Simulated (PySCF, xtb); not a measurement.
H2Sb, SMILES [SbH2] (connectivity only; charge and spin as stated), charge +1, multiplicity 1.

Harmonic wavenumbers (cm⁻¹) from xtb with GFN2-xTB at its own minimum, in rising order: 783, 1608, 1643.

**Question.** What does PySCF with PBE-D3(BJ)/def2-TZVPD give at its own minimum? (The exact figures need the calculation; the answer reports its results.)

**Answer.** 819, 1919, 1928. Paired by order, the mean absolute difference is 210 cm⁻¹ and the zero-point energies are 5.8 and 6.7 kcal/mol.
